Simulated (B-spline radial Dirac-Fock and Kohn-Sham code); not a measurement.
# Run log: Br

ΔSCF core binding energies without Breit or QED terms, calculated with a B-spline atomic structure program. Keys: rel is the Hamiltonian (dirac, or spin-free x2c and nr, where L3 and M5 stand for the whole 2p and 3d shells), method is hf or an exchange,correlation pair (spin-unpolarised, also for the hole states), nuc the nuclear model, radius_factor scales its radius, rmax is the box in bohr, h the logarithmic mesh step, order the B-spline order, points the quadrature points per cell, c_factor scales the speed of light, and damp, ndamp, maxit and tol steer the iteration. The run stops when the commutator error falls below 10·tol·max(1, Z/10), or the numerical noise floor, and the energy has settled to about 1e-8 Ha; the virial ratio is −V/T.

Input (task.json):

```json
{"items": [{"Z": 35, "q": 0, "cfg": [[1, 0, 2], [2, 0, 2], [2, 1, 6], [3, 0, 2], [3, 1, 6], [3, 2, 10], [4, 0, 2], [4, 1, 5]], "A": 79, "rrms": 4.1629, "do": "settings", "holes": ["K", "L3", "M5"],
  "settings": [{"rel": "nr", "method": "hf", "nuc": "fermi", "radius_factor": 1.2, "rmax": 45.0, "h": 0.22, "order": 8, "points": 10, "c_factor": 1.0, "maxit": 60, "damp": 0.5, "ndamp": 3, "tol": 1e-08}]}]}
```

Command: `python xray2_run.py task.json out`

Ground-state iterations:

```
iter   energy (Ha)        error
   1    -2571.72021137  9.13e-01
   2    -2572.28215597  9.61e-02
   3    -2572.43539230  2.18e-02
   4    -2572.44086757  8.36e-03
   5    -2572.44125610  1.99e-03
   6    -2572.44132449  6.42e-04
   7    -2572.44133286  9.08e-05
   8    -2572.44133314  1.10e-05
   9    -2572.44133315  5.66e-07
  10    -2572.44133315  8.24e-08
```

The ground state converged in 10 iterations, with total energy -2572.44133 Ha, virial ratio 2.00000 and highest orbital energy -12.44 eV. ΔSCF binding energies: K (1s) 13282.9 eV, M5 (3d5/2) 78.79 eV. Holes are computed only in closed shells, and unreliable hole states are left out.
